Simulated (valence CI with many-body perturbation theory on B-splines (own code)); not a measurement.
Results of a calculation; reference values are marked as such.
## A CI+MBPT run for P2+

The program does CI of the valence electrons with many-body perturbation theory for a frozen closed Dirac-Fock core.

Command, and the settings that its task file holds:

```sh
python run_cv.py task.json out
```

```
atom P  Z=15  mass_number=31  rms_radius_fm=3.1889
core [Ne]
valence 3s2 3p1
avg = 1
basis = S
breit = 1
cap = 10000
capref = 1200
cscale = 1
de = 0.0
dress = 0
eps = 2e-08
extrap = 1
h = 0.27
hh = 1
l2 = 3
lcore = 6
maxit = 60
n2 = 5
natural = 1
nlev = 21
nno = [3, 3, 3, 2, 1]
nroot = 26
ns = 3
nsp = [3, 3, 2, 1, 0]
pt2 = 1
qed = 1
rpa = 1
s1 = 1
s2 = 1
s3 = 1
screen = 1
tol = 2e-05
whole = 1
```

Log. The first blocks belong to the next ion, which gives the ionisation energy. Fields: 2J, parity (1 odd), roots, reference size, generating configurations, candidates as configurations/state functions, variational space P, stored matrix elements, Davidson steps; e2 is the range of second-order energies in hartree. The first line gives the box (bohr), its intervals, the orbitals and the steps of their self-consistent field. Window is the range of levels sought, series limit the energy at which the first omitted orbital would enter, core excitation an estimate of the first excitation out of the core, left out the lowest levels not solved, and shifts from estimates the range by which levels moved from their first estimate, all in cm⁻¹.

```
rmax 21.1 intervals 66 orbitals 36 references ['3s2 3p', '3s 3p2'] scf 7 t 0.9
2J=0 par=0 roots 2 ref 15 generators 9 cand 92/92 P 107/107 nnz 0 it 0
   second order: generators 27 cand 0/0 e2 -0.00000 -0.00000
reference levels 75, estimated 68, window 160724 1/cm; series limit 187893, core excitation 1112655
2J=1 par=1 roots 3 ref 11 generators 24 cand 241/388 P 1752/2601 nnz 8.3e+05 it 4
2J=1 par=1 roots 3 ref 11 generators 53 cand 299/432 P 2051/3033 nnz 1.1e+06 it 6
   second order: generators 115 cand 1105/1596 e2 -0.00001 -0.00000
2J=3 par=1 roots 6 ref 16 generators 33 cand 455/1025 P 1800/3684 nnz 1.7e+06 it 5
2J=3 par=1 roots 6 ref 16 generators 83 cand 359/802 P 2159/4486 nnz 2.5e+06 it 6
   second order: generators 161 cand 1668/3390 e2 -0.00001 -0.00000
2J=1 par=0 roots 5 ref 11 generators 34 cand 465/691 P 1642/2389 nnz 0 it 9
2J=1 par=0 roots 5 ref 11 generators 68 cand 405/617 P 2047/3006 nnz 1.1e+06 it 8
   second order: generators 146 cand 1147/1658 e2 -0.00001 -0.00000
2J=3 par=0 roots 5 ref 12 generators 32 cand 383/720 P 1757/3612 nnz 1.7e+06 it 5
2J=3 par=0 roots 5 ref 12 generators 70 cand 618/1342 P 2375/4954 nnz 2.9e+06 it 8
   second order: generators 144 cand 1420/2882 e2 -0.00002 -0.00000
2J=5 par=0 roots 4 ref 8 generators 25 cand 277/592 P 1558/3430 nnz 1.6e+06 it 5
2J=5 par=0 roots 4 ref 8 generators 63 cand 623/1549 P 2181/4979 nnz 3.1e+06 it 7
   second order: generators 110 cand 1704/3933 e2 -0.00002 -0.00000
2J=5 par=1 roots 3 ref 10 generators 19 cand 290/592 P 1472/3273 nnz 1.5e+06 it 4
2J=5 par=1 roots 3 ref 10 generators 51 cand 455/1151 P 1927/4424 nnz 2.6e+06 it 5
   second order: generators 109 cand 1943/4462 e2 -0.00001 -0.00001
2J=7 par=1 roots 2 ref 5 generators 15 cand 160/310 P 1340/3061 nnz 1.4e+06 it 3
2J=7 par=1 roots 2 ref 5 generators 42 cand 295/646 P 1635/3707 nnz 1.9e+06 it 4
   second order: generators 89 cand 1843/4334 e2 -0.00002 -0.00001
2J=9 par=1 roots 1 ref 1 generators 7 cand 162/304 P 682/1304 nnz 0 it 4
2J=9 par=1 roots 1 ref 1 generators 17 cand 310/727 P 992/2031 nnz 0 it 5
   second order: generators 34 cand 1628/3705 e2 -0.00001 -0.00001
left out: unestimated 224780, estimated 174390, shifts from estimates -26 to 4
```

Task: What became of the run, and why?

Result: It gave no result: the setting left no core shell for the response of the core. The program said: "need at least one array to concatenate".
